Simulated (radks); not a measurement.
Task: Li II, 2 electrons, occupied as 1s1.75 2p0.25 (fractional occupations, a model configuration). All-electron calculation, Dirac Kohn-Sham, XLYP, spin-unpolarised, spherical densities, finite nucleus; open shells fill j = l - 1/2 first; Fermi nuclear charge, rms radius 2.444 fm. Program: a radial shooting solver on a logarithmic mesh with Libxc functionals. Some entries of the table are withheld. Estimate them.

| orbital | occ. | eigenvalue (hartree) | <r> (bohr) |
|---|---|---|---|
| 1s1/2 | 1.75 | (1) | (2) |
| 2p1/2 | 0.25 | (3) | (4) |
| 2p3/2 | 0 | (5) | (6) |

Result: 
(1) 1s1/2 eigenvalue (hartree): -2.47433
(2) 1s1/2 <r> (bohr): 0.5617
(3) 2p1/2 eigenvalue (hartree): -0.25893
(4) 2p1/2 <r> (bohr): 3.050
(5) 2p3/2 eigenvalue (hartree): -0.25891
(6) 2p3/2 <r> (bohr): 3.050
